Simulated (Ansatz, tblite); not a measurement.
Forces on Be₃O₃ at its r2SCAN-D4/def2-SVP geometry. Total charge 0; singlet.

The xTB rows come from tblite. The structure comes from a short search, and lower isomers may exist.

GFN1-xTB (tblite), largest force 1.09 eV/Å:

```xyz
6
positions Å, forces eV/Å
Be   -1.183   -0.509   -0.070   -0.317   -0.137   -0.019
Be    0.650   -0.029    1.114    0.175   -0.008    0.299
Be    0.533    0.539   -1.044    0.144    0.144   -0.281
O     1.470    0.633    0.087   -1.002   -0.431   -0.059
O    -0.808    0.036   -1.385    0.550   -0.024    0.945
O    -0.663   -0.670    1.298    0.451    0.457   -0.885
```

GFN2-xTB (tblite), largest force 1.63 eV/Å:

```
Be 0.363 0.156 0.021
Be -0.199 0.009 -0.342
Be -0.163 -0.166 0.320
O -1.494 -0.643 -0.088
O 0.820 -0.036 1.408
O 0.673 0.681 -1.319
```

r2SCAN-D4/def2-TZVP (Ansatz), largest force 0.64 eV/Å:

```
Be 0.588 0.252 0.035
Be -0.323 0.013 -0.553
Be -0.265 -0.269 0.518
O -0.359 -0.154 -0.021
O 0.198 -0.008 0.339
O 0.162 0.165 -0.318
```
